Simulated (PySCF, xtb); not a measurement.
Nb(NMe)(F)2(Cl) (CH3ClF2NNb), SMILES [F][Nb]([F])(=[N]C)[Cl], multiplicity 1.

xtb with GFN2-xTB at its own geometry gives an orbital gap of 2.88 eV and a dipole moment of 1.24 D.

Coordinates come from a PBE0-D3(BJ)/def2-SVP optimisation. The multiplicity is an assumed one; no other spin state was optimised. The structure was generated by enumeration; whether it is a known compound was not checked. The def2 effective core potentials stand for the cores of Nb; spin–orbit coupling is left out.

Task: What does CAM-B3LYP/def2-TZVP (PySCF) give? (Estimate from the structure and the level; the computed values follow.)

Result: gap 8.69 eV (levels -9.54 and -0.85 eV), dipole 2.19 D.
